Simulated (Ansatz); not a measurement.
The inner images of a band of CH5Ga + ClH (9 atoms, charge 0, multiplicity 1) are given out of order.

The calculation used RKS B3LYP-D4/def2-SVP (Ansatz).

Initial state:

```xyz
9
Properties=species:S:1:pos:R:3
Ga -0.046 0.251 0.069
H -0.118 0.564 1.622
H 1.352 0.367 -0.653
C -1.725 0.045 -0.965
H -2.497 -0.483 -0.383
H -2.123 1.045 -1.214
H -1.561 -0.493 -1.912
Cl 0.223 -2.534 0.789
H 0.184 -2.156 2.025
```

Final state:

```xyz
9
Properties=species:S:1:pos:R:3
Ga 0.144 -0.598 -0.454
H -0.317 0.229 2.115
H 1.466 0.240 -0.446
C -1.690 -0.078 -0.930
H -2.418 -0.709 -0.398
H -1.880 0.982 -0.700
H -1.836 -0.225 -2.014
Cl 0.425 -2.713 0.027
H -0.205 -0.522 2.179
```

Put them in order from the first end to the last, with their energies above the first end.
A.
```xyz
9
Properties=species:S:1:pos:R:3
Ga -0.021 0.153 0.044
H -0.109 0.268 1.637
H 1.399 0.347 -0.605
C -1.721 0.035 -0.959
H -2.454 -0.580 -0.414
H -2.146 1.048 -1.062
H -1.583 -0.380 -1.969
Cl 0.230 -2.617 0.912
H 0.092 -1.667 1.795
```
B.
```xyz
9
Properties=species:S:1:pos:R:3
Ga 0.109 -0.523 -0.361
H -0.224 0.087 2.055
H 1.427 0.320 -0.355
C -1.709 -0.049 -0.939
H -2.459 -0.619 -0.370
H -1.918 1.028 -0.852
H -1.803 -0.332 -2.001
Cl 0.383 -2.636 0.173
H -0.116 -0.669 2.027
```
C.
```xyz
9
Properties=species:S:1:pos:R:3
Ga -0.008 0.079 0.026
H -0.136 0.099 1.643
H 1.439 0.353 -0.512
C -1.721 0.018 -0.947
H -2.452 -0.594 -0.398
H -2.120 1.044 -1.015
H -1.615 -0.377 -1.968
Cl 0.245 -2.568 0.921
H 0.056 -1.446 1.628
```
D.
```xyz
9
Properties=species:S:1:pos:R:3
Ga -0.029 0.196 0.050
H -0.103 0.435 1.621
H 1.376 0.338 -0.650
C -1.722 0.040 -0.967
H -2.458 -0.567 -0.418
H -2.157 1.046 -1.101
H -1.569 -0.398 -1.965
Cl 0.223 -2.571 0.849
H 0.127 -1.912 1.959
```
E.
```xyz
9
Properties=species:S:1:pos:R:3
Ga 0.013 -0.055 -0.023
H -0.137 -0.070 1.674
H 1.458 0.361 -0.433
C -1.728 0.006 -0.931
H -2.464 -0.606 -0.390
H -2.096 1.045 -0.973
H -1.638 -0.369 -1.961
Cl 0.255 -2.495 0.842
H 0.025 -1.210 1.573
```
F.
```xyz
9
Properties=species:S:1:pos:R:3
Ga 0.048 -0.267 -0.125
H -0.139 -0.123 1.776
H 1.447 0.374 -0.390
C -1.731 0.005 -0.914
H -2.474 -0.610 -0.388
H -2.073 1.051 -0.943
H -1.654 -0.357 -1.954
Cl 0.280 -2.512 0.635
H -0.018 -0.953 1.681
```
G.
```xyz
9
Properties=species:S:1:pos:R:3
Ga 0.081 -0.430 -0.245
H -0.169 -0.035 1.915
H 1.428 0.361 -0.352
C -1.721 -0.019 -0.917
H -2.478 -0.613 -0.385
H -2.003 1.046 -0.898
H -1.711 -0.346 -1.971
Cl 0.320 -2.560 0.393
H -0.060 -0.797 1.839
```

D (+0.011 eV), A (+0.034 eV), C (+0.092 eV), E (+0.208 eV), F (-0.293 eV), G (-0.833 eV), B (-1.007 eV).

The run took 3.4 min on 2 threads of Intel(R) Xeon(R) Platinum 8259CL CPU @ 2.50GHz (Skylake/Cascade Lake), with other jobs on the host, peak memory 0.25 GiB.
